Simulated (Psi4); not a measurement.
Na (SMILES [Na-]), charge -1, singlet (a gas-phase anion, which may not be bound at this level); BLYP/6-311G** (Psi4).

Here is a job for Psi4.
```
memory 2 GB

molecule {
-1 1
  Na    0.00000000    0.00000000    0.00000000
}

set basis 6-311g**

energy('blyp')
print_variables()
```

It wrote (shortened):

```
   => Loading Basis Set <=

    Name: 6-311G**
    Role: ORBITAL
    Keyword: BASIS

         ---------------------------------------------------------
                                   SCF
               by Justin Turney, Rob Parrish, Andy Simmonett
                          and Daniel G. A. Smith
                              RKS Reference
         ---------------------------------------------------------

  ==> Geometry <==

    Molecular point group: d2h
    Geometry (in Angstrom), charge = -1, multiplicity = 1:

       Center              X                  Y                   Z               Mass
    ------------   -----------------  -----------------  -----------------  -----------------
         NA           0.000000000000     0.000000000000     0.000000000000    22.989769282000

  Running in d2h symmetry.

  Rotational constants: A = ************  B = ************  C = ************ [cm^-1]
  Rotational constants: A = ************  B = ************  C = ************ [MHz]
  Nuclear repulsion =    0.000000000000000

  Charge       = -1
  Multiplicity = 1
  Electrons    = 12
  Nalpha       = 6
  Nbeta        = 6

  ==> Algorithm <==

  SCF Algorithm Type is DF.
  DIIS enabled.
  MOM disabled.
  Fractional occupation disabled.
  Guess Type is CORE.
  Energy threshold   = 1.00e-06
  Density threshold  = 1.00e-06
  Integral threshold = 1.00e-12

  ==> Primary Basis <==

  Basis Set: 6-311G**
    Blend: 6-311G**
    Number of shells: 12
    Number of basis functions: 26
    Number of Cartesian functions: 27
    Spherical Harmonics?: true
    Max angular momentum: 2

  ==> DFT Potential <==

   => LibXC <=

    Version 7.1.2
    S. Lehtola, C. Steigemann, M. J. T. Oliveira, and M. A. L. Marques,  SoftwareX 7, 1–5 (2018) (10.1016/j.softx.2017.11.002)

   => Composite Functional: BLYP <=

    BLYP GGA Exchange-Correlation Functional

    P.J. Stephens et. al., J. Phys. Chem., 98, 11623-11627, 1994
    B. Miehlich et. al., Chem. Phys. Lett., 157(3), 200-206 1989

    Deriv               =              1
    GGA                 =           TRUE
    Meta                =          FALSE

    Exchange Hybrid     =          FALSE
    MP2 Hybrid          =          FALSE

   => Exchange Functionals <=

    1.0000     XC_GGA_X_B88

   => Correlation Functionals <=

    1.0000     XC_GGA_C_LYP

   => LibXC Density Thresholds  <==

    XC_GGA_C_LYP:  1.00E-14
    XC_GGA_X_B88:  1.00E-15

   => Molecular Quadrature <=

    Radial Scheme          =       TREUTLER
    Pruning Scheme         =           NONE
    Nuclear Scheme         =       TREUTLER

    Blocking Scheme        =         OCTREE
    BS radius alpha        =              1
    Pruning alpha          =              1
    Radial Points          =             75
    Spherical Points       =            302
    Total Points           =          21738
    Total Blocks           =            252
    Max Points             =            245
    Max Functions          =             26
    Weights Tolerance      =       1.00E-15

   => Loading Basis Set <=

    Name: (6-311G** AUX)
    Role: JKFIT
    Keyword: DF_BASIS_SCF

  ==> Integral Setup <==

  SCF_SUBTYPE=INCORE selected. In-core MEM_DF algorithm will be used.
  Using in-core AOs.

  ==> MemDFJK: Density-Fitted J/K Matrices <==

    J tasked:                   Yes
    K tasked:                    No
    wK tasked:                   No
    Algorithm:                 Core
    Schwarz Cutoff:           1E-12
    Mask sparsity (%):       0.0000
    Fitting Condition:        1E-10

   => Auxiliary Basis Set <=

  Basis Set: (6-311G** AUX)
    Blend: DEF2-UNIVERSAL-JKFIT
    Number of shells: 34
    Number of basis functions: 112
    Number of Cartesian functions: 137
    Spherical Harmonics?: true
    Max angular momentum: 4

  Minimum eigenvalue in the overlap matrix is 7.8308875032E-02.
  Reciprocal condition number of the overlap matrix is 3.0866215545E-02.
    Using symmetric orthogonalization.

  ==> Pre-Iterations <==

[...]
    Total      26      26       6       6       6       0
   -------------------------------------------------------

  ==> Iterations <==

                           Total Energy        Delta E     RMS |[F,P]|

    Occupation by irrep:
             Ag   B1g   B2g   B3g    Au   B1u   B2u   B3u
    DOCC [     3,    0,    0,    0,    0,    1,    1,    1 ]
    NA   [     3,    0,    0,    0,    0,    1,    1,    1 ]
    NB   [     3,    0,    0,    0,    0,    1,    1,    1 ]

   @DF-RKS iter   1:  -141.59913915059110   -1.41599e+02   8.04923e-01 ADIIS
   @DF-RKS iter   2:  -126.77424088017008    1.48249e+01   3.87682e-01 ADIIS
    Occupation by irrep:
             Ag   B1g   B2g   B3g    Au   B1u   B2u   B3u
    DOCC [     2,    0,    0,    0,    0,    1,    1,    2 ]
    NA   [     2,    0,    0,    0,    0,    1,    1,    2 ]
    NB   [     2,    0,    0,    0,    0,    1,    1,    2 ]

   @DF-RKS iter   3:  -161.99064528053461   -3.52164e+01   1.02917e-01 ADIIS
    Occupation by irrep:
             Ag   B1g   B2g   B3g    Au   B1u   B2u   B3u
    DOCC [     3,    0,    0,    0,    0,    1,    1,    1 ]
    NA   [     3,    0,    0,    0,    0,    1,    1,    1 ]
    NB   [     3,    0,    0,    0,    0,    1,    1,    1 ]

   @DF-RKS iter   4:  -162.12763525344204   -1.36990e-01   5.15201e-02 ADIIS/DIIS
   @DF-RKS iter   5:  -162.27059311598654   -1.42958e-01   1.10958e-02 ADIIS/DIIS
   @DF-RKS iter   6:  -162.28672144827044   -1.61283e-02   2.26039e-03 ADIIS/DIIS
   @DF-RKS iter   7:  -162.28694227376295   -2.20825e-04   3.17094e-04 ADIIS/DIIS
   @DF-RKS iter   8:  -162.28696756586896   -2.52921e-05   1.80150e-04 ADIIS/DIIS
   @DF-RKS iter   9:  -162.28697396549975   -6.39963e-06   3.89259e-06 DIIS
   @DF-RKS iter  10:  -162.28697397141960   -5.91984e-09   1.55173e-07 DIIS
  Energy and wave function converged.

  ==> Post-Iterations <==

   Electrons on quadrature grid:
      Ntotal   =   12.0000000187 ; deviation = 1.868e-08

    Orbital Energies [Eh]
    ---------------------

    Doubly Occupied:

[...]
    Virtual:

[...]
    Final Occupation by Irrep:
             Ag   B1g   B2g   B3g    Au   B1u   B2u   B3u
    DOCC [     3,    0,    0,    0,    0,    1,    1,    1 ]
    NA   [     3,    0,    0,    0,    0,    1,    1,    1 ]
    NB   [     3,    0,    0,    0,    0,    1,    1,    1 ]

  @DF-RKS Final Energy:  -162.28697397141960

   => Energetics <=

    Nuclear Repulsion Energy =              0.0000000000000000
    One-Electron Energy =                -229.9380602641487030
    Two-Electron Energy =                  82.1697712752175704
    DFT Exchange-Correlation Energy =     -14.5186849824884447
    Empirical Dispersion Energy =           0.0000000000000000
    VV10 Nonlocal Energy =                  0.0000000000000000
    Total Energy =                       -162.2869739714195987

Computation Completed

Properties will be evaluated at   0.000000,   0.000000,   0.000000 [a0]

Properties computed using the SCF density matrix

 Multipole Moments:

 ------------------------------------------------------------------------------------
     Multipole            Electronic (a.u.)      Nuclear  (a.u.)        Total (a.u.)
 ------------------------------------------------------------------------------------

 L = 1.  Multiply by 2.5417464519 to convert [e a0] to [Debye]
 Dipole X            :          0.0000000            0.0000000            0.0000000
 Dipole Y            :          0.0000000            0.0000000            0.0000000
 Dipole Z            :          0.0000000            0.0000000            0.0000000
 Magnitude           :                                                    0.0000000

 ------------------------------------------------------------------------------------

  Variable Map:
  ----------------------------------------------------------------------------
[...]
  Array Variable Map:
  ----------------------------------------------------------------------------
[...]
[...]
```
